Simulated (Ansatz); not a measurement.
A nudged elastic band was laid between two geometries of C$_{2}$H$_{8}$BCl$_{2}$N (14 atoms, charge 0, multiplicity 1).

Level of theory: RKS revPBE-D4/6-31G* (Ansatz).

- movable images: 9
- climbing image: yes
- spring: 5.0 eV/Å²
- optimiser: quadratic models (default)
- start path: through a guess of the saddle point
- force threshold: 0.03 eV/Å
- iteration limit: 60
- end points: relaxed

Image 0:

```xyz
14
Properties=species:S:1:pos:R:3
B 0.084 0.168 0.260
Cl 0.458 -0.776 1.833
C 1.275 0.159 -0.806
H 1.394 -0.860 -1.210
H 1.074 0.824 -1.668
H 2.247 0.445 -0.365
Cl -1.578 -0.314 -0.474
N -0.225 1.705 0.782
H -0.623 2.217 -0.018
C 0.927 2.461 1.364
H 1.345 1.856 2.180
H 1.685 2.594 0.581
H 0.594 3.440 1.740
H -0.984 1.628 1.475
```

Image 10:

```xyz
14
Properties=species:S:1:pos:R:3
B 0.013 0.747 -0.468
Cl -0.335 -0.240 3.094
C 1.369 0.083 -0.914
H 1.295 -1.016 -0.835
H 1.557 0.300 -1.983
H 2.252 0.411 -0.341
Cl -1.523 0.196 -1.230
N -0.133 1.743 0.538
H -1.065 2.148 0.657
C 0.932 2.532 1.173
H 1.886 1.993 1.092
H 1.041 3.518 0.686
H 0.712 2.684 2.243
H -0.328 0.448 1.960
```

Question: What changes between the two ends?

Answer: Bonds broken: B1–Cl2, N8–H14. Bonds formed: Cl2–H14. C2H8BCl2N becomes C2H7BClN + ClH.

Question: What energy profile does the band end with?

Answer: It converged. The highest image is number 6 of 0 to 10, 120.3 kJ/mol above the first end and 46.3 kJ/mol above the last; the last end lies 74.0 kJ/mol above the first. A vibrational analysis at the climbing image gives one clearly imaginary mode, 607i cm⁻¹: a first-order saddle point. The orbitals stay closed-shell, which can raise the energy where a bond breaks towards radicals; this wasn't checked here.

| image | path coordinate (Å) | energy (kJ/mol) | B1–Cl2 (Å) | N8–H14 (Å) | Cl2–H14 (Å) |
| --- | --- | --- | --- | --- | --- |
| 0 | 0.00 | 0.0 | 1.87 | 1.03 | 2.83 |
| 1 | 0.53 | 1.4 | 1.88 | 1.03 | 2.72 |
| 2 | 1.06 | 5.3 | 1.88 | 1.03 | 2.62 |
| 3 | 1.59 | 10.3 | 1.88 | 1.03 | 2.54 |
| 4 | 2.12 | 19.7 | 1.92 | 1.03 | 2.30 |
| 5 | 2.65 | 77.9 | 2.27 | 1.06 | 1.91 |
| 6 | 3.17 | 120.3 | 2.78 | 1.22 | 1.65 |
| 7 | 3.77 | 83.6 | 3.20 | 1.77 | 1.35 |
| 8 | 4.37 | 75.9 | 3.55 | 1.92 | 1.33 |
| 9 | 4.97 | 74.4 | 3.69 | 1.92 | 1.33 |
| 10 | 5.57 | 74.0 | 3.71 | 1.93 | 1.33 |

Question: What is the geometry of the highest image?

Answer: 
```xyz
14
Properties=species:S:1:pos:R:3
B -0.054 0.545 -0.200
Cl -0.086 -0.718 2.273
C 1.345 0.072 -0.712
H 1.292 -0.955 -1.106
H 1.674 0.726 -1.545
H 2.118 0.104 0.072
Cl -1.573 0.095 -0.995
N -0.207 1.661 0.828
H -1.113 2.142 0.773
C 0.923 2.593 1.084
H 1.786 2.001 1.419
H 1.189 3.154 0.175
H 0.640 3.293 1.884
H -0.260 0.832 1.722
```

Question: What are the harmonic wavenumbers there?

Answer: 607i, 81, 95, 114, 159, 170, 236, 297, 353, 408, 499, 645, 787, 821, 883, 1014, 1042, 1110, 1138, 1204, 1342, 1351, 1388, 1432, 1439, 1458, 1475, 1492, 1513, 2965, 3016, 3060, 3098, 3101, 3118, 3432 cm⁻¹.

Run time: 2.8 min on 4 threads of Intel(R) Xeon(R) Platinum 8488C (Sapphire Rapids), on a shared host, peak memory 0.2 GiB.
